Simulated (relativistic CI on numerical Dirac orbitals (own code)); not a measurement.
Radial Dirac CI calculation of Bi I.

Command:

```sh
python run_levels.py task.json out
```

Input:

```
atom Bi  Z=83  charge=0  electrons=83
nucleus A=209  rms_radius_fm=5.5211
hamiltonian dirac-coulomb  breit=on  qed=on  c_scale=1
orbitals kli  potential=per-configuration
slater_scale 1
correlation none
mixing on
grid step=0.0125 r_max=259.4
scf mixing=0.4 start=green max_iterations=85 tolerance=2e-08 node_fill=5
configurations
  [Xe] 4f14 5d10 6s2 6p3
  [Xe] 4f14 5d10 6s2 6p2 6d
end
```

Output:

```
SCF 1: [Xe] 4f14 5d10 6s2 6p3
 iter      energy (Ha)   residual   last orbital (Ha)
    1    -21548.213068   2.71e+00     -0.39138
    2    -21564.594436   7.96e-01     -0.18003
    3    -21564.371379   3.81e-01     -0.18827
    4    -21564.378769   4.93e-02     -0.20675
    5    -21564.057956   8.97e-02     -0.18802
    6    -21564.262582   4.07e-03     -0.19763
    7    -21564.277142   9.65e-04     -0.19834
    8    -21564.275203   1.98e-04     -0.19837
    9    -21564.274631   1.06e-05     -0.19841
   10    -21564.274624   1.23e-05     -0.19841
   11    -21564.274605   2.72e-06     -0.19841
   12    -21564.274601   1.27e-07     -0.19841
   13    -21564.274602   1.27e-08     -0.19841
SCF 2: [Xe] 4f14 5d10 6s2 6p2 6d
 iter      energy (Ha)   residual   last orbital (Ha)
    1    -21548.481385   2.65e+00     -0.06246
    2    -21564.427839   7.98e-01     -0.05607
    3    -21564.149300   3.75e-01     -0.05654
    4    -21564.196678   5.50e-02     -0.05625
    5    -21563.978564   3.42e-02     -0.05518
    6    -21564.079996   6.75e-03     -0.05518
    7    -21564.068318   1.12e-03     -0.05502
    8    -21564.071311   2.92e-04     -0.05500
    9    -21564.070931   1.44e-04     -0.05498
   10    -21564.070596   1.80e-05     -0.05497
   11    -21564.070601   3.60e-06     -0.05497
   12    -21564.070600   2.03e-06     -0.05497
   13    -21564.070599   1.33e-06     -0.05497
   14    -21564.070599   9.02e-07     -0.05497
   15    -21564.070601   2.49e-07     -0.05497
   16    -21564.070601   1.57e-07     -0.05497
   17    -21564.070601   1.07e-08     -0.05497
orbital energies (Ha): 5s -5.4568  5p1/2 -3.8941  5p3/2 -3.0478  5d3/2 -0.9242  5d5/2 -0.8284  6s -0.5304  6p1/2 -0.2516  6p3/2 -0.1984
configuration averages (Ha): Dirac-Coulomb, Breit, QED
  6p3                         -21564.274602   25.577183   17.781030
  6p2 6d                      -21564.070601   25.576878   17.781117
levels: no., configuration, term, J, E (cm-1), weight
   1 6p3                    4S*  3/2              0.0  0.50
   2 6p3                    2D*  3/2          16596.7  0.55
   3 6p3                    2D*  5/2          21700.6  1.00
   4 6p3                    2P*  1/2          28335.9  1.00
   5 6p2 6d                 4F   3/2          36459.2  0.41
   6 6p2 6d                 2D   5/2          37190.8  0.22
   7 6p3                    2P*  3/2          46474.8  0.61
   8 6p2 6d                 4F   3/2          53853.6  0.43
   9 6p2 6d                 4F   7/2          54046.6  0.54
  10 6p2 6d                 4F   5/2          54327.2  0.58
  11 6p2 6d                 4D   1/2          54499.9  0.76
  12 6p2 6d                 2F   5/2          55216.3  0.69
  13 6p2 6d                 4D   3/2          55383.1  0.39
  14 6p2 6d                 2F   7/2          58389.7  0.39
lowest total energy -21521.016437 Ha
end: converged
```

Against the reference input this run has: node fill of the KLI weights 5. The reference run ends at -21522.026089 Ha with Breit and QED terms. The iteration limit was 85 against 150. This setting is bad on purpose; its numbers may not be properties of the ion.

With so few configurations and no correlation, terms lie too far apart (by 10 to 50 % or more near neutrality), their order can be wrong, and levels of other configurations are missing.
